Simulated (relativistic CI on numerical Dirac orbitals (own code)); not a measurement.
One change at a time: Pb+

Base calculation: Dirac-Coulomb-Breit CI, separate exchange-only KLI orbitals for each configuration, model QED, valence Slater integrals scaled by 0.85, P86 correlation energy added to each configuration.

CI space (outside the closed core [Xe] 4f14 5d10): 6s2 6p, 6s 6p2, 6s2 7s, 6s2 6d, 6s2 7p, 6s2 8s, 6s2 5f, 6s2 7d, 6s2 6g, 6p3, 6s 6p 6d, 6s2 8p, 6s2 6f, 6s2 5g, 6s2 8d, 6s 6p 7s. Levels of other configurations are missing.

The lowest level and the first level of each name with at least 55 % of one term (blank where a level has no safe partner in the second run):

| Level | Base (cm⁻¹) | Shift (cm⁻¹) |
| --- | --- | --- |
| 6s2 6p 2P°_1/2 | 0.0 | 0.0 |
| 6s2 6p 2P°_3/2 | 13642.6 | -17.1 |
| 6s 6p2 4P_1/2 | 54035.5 | -1359.3 |
| 6s 6p2 4P_3/2 | 61376.9 | -1370.1 |
| 6s2 7s 2S_1/2 | 63101.5 | -3055.9 |
| 6s 6p2 4P_5/2 | 67026.4 | -1685.9 |
| 6s2 6d 2D_3/2 | 71796.3 | -2826.1 |
| 6s2 6d 2D_5/2 | 74211.8 | -2693.5 |
| 6s2 7p 2P°_1/2 | 77145.6 | -3658.2 |
| 6s2 7p 2P°_3/2 | 79940.5 | -3657.3 |
| 6s 6p2 2D_3/2 | 84707.5 | -2100.3 |
| 6s 6p2 2D_5/2 | 89328.2 | -2367.6 |
| 6s2 8s 2S_1/2 | 92593.9 | -4867.6 |
| 6s2 5f 2F°_7/2 | 95020.2 | -4295.6 |

For a near-neutral ion this model can misplace configurations by up to about 10,000 cm⁻¹ (more where the count of f electrons changes) and terms by 10 to 25 % of their spread. Rates follow the energies as ν³ (E1, M1) or ν⁵ (E2), so they and the lifetimes can be off by large factors. The fine structure of a lone outer electron comes out too small, for d and f at times inverted, and misplaced configurations move strength between like terms. 17 of the 17 excited levels that our extract of the measured tables holds in this range could be paired (the sources list more); they are missed by 3417 cm⁻¹ on average and 6879 at most, and levels without a partner can miss by more.

Question: One thing was changed in a second run, which moved the levels as shown. Which?
A. Breit term removed
B. valence Slater integrals scaled by 0.75
C. non-relativistic limit
D. QED terms removed
E. no correlation estimate
F. configuration mixing switched off

Answer: E. No correlation estimate. A correlation estimate moves all levels of a configuration together before mixing; mixed levels move by a weighted share.

LS names give the leading component of a level, which can be under half, so a name can repeat, a term be missing and a line seem to break the LS rules.
